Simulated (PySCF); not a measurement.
**Energy of Re⁺ (rhenium, charge +1) between two integer charges**

The 6s alpha orbital of [Xe] 4f14 5d5 6s1 is emptied in steps (occupation f), with all orbitals relaxed, ending at [Xe] 4f14 5d5. All numbers are calculated (PySCF 2.14, a scalar-relativistic core potential, in def2-SVP with the def2 core potential (60 electrons)). The exact energy is a straight line in f; departures are measured from the line between the end points of the same method.

```tsv
f	HSE06 (eV)
1	0.000
0.9	-0.270
0.7	-0.631
0.5	-0.753
0.3	-0.634
0.1	-0.272
0	0.000
```

```
method  E(f=0) − E(f=1) (eV)  −ε at f=1 (eV)  −ε at f=0.5 (eV)
 HSE06                16.772          13.773            16.764
```

Orbital energy along the path (eV):

```csv
f,HSE06
1,-13.773
0.9,-14.367
0.7,-15.562
0.5,-16.764
0.3,-17.973
0.1,-19.188
0,-19.799
```

Reference removal energy between the ground levels: 16.6 ± 0.5 eV (semi-empirical (NIST evaluation); NIST Atomic Spectra Database, ionization energies).
